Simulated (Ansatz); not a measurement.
CH8AlBGe can be A, `B[CH2][AlH][GeH3]`, or B, `C[B]([AlH2])[GeH3]`.

Gas-phase electronic energies from Ansatz, PBE0-D4/def2-TZVP geometries. CCSD(T)/CBS adds triple-zeta CCSD(T) − MP2 to the extrapolated MP2 energy (def2 sets, frozen cores). DFT in def2-TZVPP. B3LYP here is the variant with VWN-RPA as its local correlation; programs differ in this. For Ge outer-core shells are correlated without core-valence functions, which leaves a few kJ/mol of doubt a bond. Scalar relativity is left out up to krypton. One conformer a species, not always the lowest.

Question: Which isomer does CCSD(T)/CBS put lower? Give the gap. (Best estimate.)

Answer: Ansatz gave: A, by 98.0 kJ/mol.

Question: Give E(B) − E(A) in kJ/mol with ωB97M-V, MP2/def2-TZVPP, B3LYP, B2PLYP, HF/def2-TZVPP, r2SCAN-D4, PBE-D4. (An estimate is asked.)

Answer: The calculation gave: ωB97M-V 102.2, MP2/def2-TZVPP 105.3, B3LYP 98.0, B2PLYP 100.8, HF/def2-TZVPP 95.1, r2SCAN-D4 99.5, PBE-D4 93.2. None reverses the order clearly.

Largest T1 diagnostic: 0.012.
